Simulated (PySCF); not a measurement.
Ge(Br)(OMe) (CH3BrGeO), SMILES C[O][Ge][Br] (connectivity only; charge and spin as stated), neutral, multiplicity 1.

Geometry optimised at PBE0-D3(BJ)/def2-SVP. The structure was generated by enumeration; whether it is a known compound was not checked. Other conformers were not sampled.

Method: PBE0-D3(BJ)/def2-SVP run with PySCF.

Frequencies are harmonic and unscaled.

**Question.** Give all harmonic wavenumbers and intensities. (An estimate is asked for; the answer gives what the named calculation found.)

**Answer.** 
| mode | ν (cm⁻¹) | IR (km/mol) | moving atoms (share of kinetic energy) |
|---|---|---|---|
| 1 | 77 | 0.0 | H 99 % |
| 2 | 140 | 3.2 | C 41 %, Br 27 %, H 16 %, Ge 11 % |
| 3 | 166 | 12.7 | O 63 %, H 17 %, C 12 % |
| 4 | 261 | 19.4 | Br 43 %, Ge 35 %, O 12 % |
| 5 | 315 | 42.2 | O 37 %, Ge 29 %, C 16 %, H 12 % |
| 6 | 602 | 76.7 | O 49 %, Ge 23 %, C 20 %, H 8 % |
| 7 | 1151 | 190.8 | O 44 %, C 38 %, H 18 % |
| 8 | 1171 | 2.1 | H 77 %, C 18 % |
| 9 | 1187 | 34.7 | H 59 %, C 22 %, O 18 % |
| 10 | 1457 | 9.6 | H 88 %, C 10 % |
| 11 | 1468 | 5.9 | H 97 % |
| 12 | 1471 | 3.0 | H 96 % |
| 13 | 3032 | 59.4 | H 98 % |
| 14 | 3131 | 21.7 | H 90 %, C 10 % |
| 15 | 3133 | 11.7 | H 90 %, C 10 % |
